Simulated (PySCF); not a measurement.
Job file and geometry (Å, from GFN2-xTB) of an NMR shielding run on C6H13BO, GIAO PBE0/pcSseg-1 NMR shielding, non-relativistic, gas phase (PySCF); density fitting, a coarse starting grid and PySCF grid level 2 are the driver's defaults:

```
$ OMP_NUM_THREADS=1 python probes_run.py task.json out

{"job": {"kind": "nmr", "xc": "PBE0", "basis": "pcSseg-1"}, "charge": 0, "multiplicity": 1}
B      2.139263    -1.151565     0.439703
C      1.264816    -0.187331    -0.428794
C      0.950767     1.302333    -0.329373
C     -0.221138     1.538355     0.633179
C     -1.558924     0.879167     0.246456
C     -1.506467    -0.526378    -0.374298
C     -0.599445    -1.517754     0.363408
O      0.625910    -0.888644     0.657959
H      2.410231    -2.198977    -0.032310
H      2.747405    -0.744854     1.360833
H      0.958744    -0.598013    -1.391356
H      0.710437     1.696292    -1.318941
H      1.814787     1.854297     0.046869
H     -0.394624     2.613898     0.716921
H      0.080628     1.186065     1.621129
H     -2.072409     1.519750    -0.475172
H     -2.179303     0.847024     1.145824
H     -1.170220    -0.441511    -1.408721
H     -2.518598    -0.935771    -0.398872
H     -0.455350    -2.421363    -0.245954
H     -1.035431    -1.808078     1.325742
```

Question: What does the program print?

Answer: 
```
coarse grid: 16752 points
cycle   1  E = -335.9285810589  dE =  1.088e+00  |g| = 4.633e-01  |ddm| = 3.930e+00
cycle   2  E = -335.9195066378  dE =  9.074e-03  |g| = 5.413e-01  |ddm| = 9.263e-01
cycle   3  E = -335.9818595074  dE = -6.235e-02  |g| = 1.024e-01  |ddm| = 5.164e-01
cycle   4  E = -335.9836153039  dE = -1.756e-03  |g| = 3.297e-02  |ddm| = 8.980e-02
cycle   5  E = -335.9838205392  dE = -2.052e-04  |g| = 8.926e-03  |ddm| = 2.852e-02
cycle   6  E = -335.9838366591  dE = -1.612e-05  |g| = 2.382e-03  |ddm| = 9.454e-03
cycle   7  E = -335.9838380481  dE = -1.389e-06  |g| = 3.379e-04  |ddm| = 2.381e-03
final grid: 159504 points
cycle   8  E = -336.0422678792  dE = -7.139e-05  |g| = 1.146e-02  |ddm| = 4.129e-02
cycle   9  E = -336.0422491806  dE =  1.870e-05  |g| = 1.533e-02  |ddm| = 1.833e-02
cycle  10  E = -336.0422959553  dE = -4.677e-05  |g| = 1.668e-03  |ddm| = 1.027e-02
cycle  11  E = -336.0422965476  dE = -5.923e-07  |g| = 3.527e-04  |ddm| = 1.755e-03
cycle  12  E = -336.0422965707  dE = -2.314e-08  |g| = 1.101e-04  |ddm| = 3.968e-04
cycle  13  E = -336.0422965735  dE = -2.747e-09  |g| = 1.976e-05  |ddm| = 1.133e-04
cycle  14  E = -336.0422965736  dE = -9.777e-11  |g| = 3.775e-06  |ddm| = 2.332e-05
converged SCF energy = -336.0422965736

GIAO shielding tensors (ppm)
atom      isotropic    diamagn.    paramagn.     s11        s22        s33       span
  0 B      108.128     193.928     -85.800     79.768    115.667    128.950     49.182
  1 C      124.162     252.845    -128.682     72.562    133.795    166.130     93.569
  2 C      155.700     245.989     -90.289    138.730    158.052    170.318     31.587
  3 C      160.765     247.010     -86.246    146.744    163.568    171.982     25.239
  4 C      157.663     245.391     -87.728    143.580    163.574    165.836     22.256
  5 C      156.777     250.289     -93.513    142.173    162.248    165.909     23.736
  6 C      109.146     243.953    -134.807     68.916     95.889    162.633     93.717
  7 O      324.787     401.240     -76.453    250.323    337.341    386.697    136.375
  8 H       29.224      30.708      -1.485     26.589     27.589     33.494      6.905
  9 H       29.190      31.340      -2.150     26.156     27.845     33.570      7.414
 10 H       28.806      33.504      -4.698     25.098     27.968     33.353      8.255
 11 H       29.782      30.558      -0.776     26.272     27.387     35.687      9.415
 12 H       29.531      29.603      -0.072     24.044     27.662     36.887     12.843
 13 H       30.099      29.558       0.541     24.483     28.169     37.646     13.163
 14 H       29.545      31.670      -2.125     26.035     28.040     34.560      8.525
 15 H       29.895      29.838       0.057     24.481     28.409     36.795     12.314
 16 H       29.784      29.853      -0.069     24.679     28.070     36.604     11.924
 17 H       29.430      32.491      -3.062     26.115     27.839     34.334      8.219
 18 H       30.137      29.848       0.289     25.357     27.584     37.471     12.113
 19 H       28.231      29.818      -1.587     22.641     27.582     34.469     11.829
 20 H       27.214      29.555      -2.342     22.183     25.725     33.733     11.550
```

Size and cost of the density-fitted run: 201 basis functions, 39 s wall time on 1 thread of an Arm Neoverse V1, shared host; peak memory 0.9 GiB.
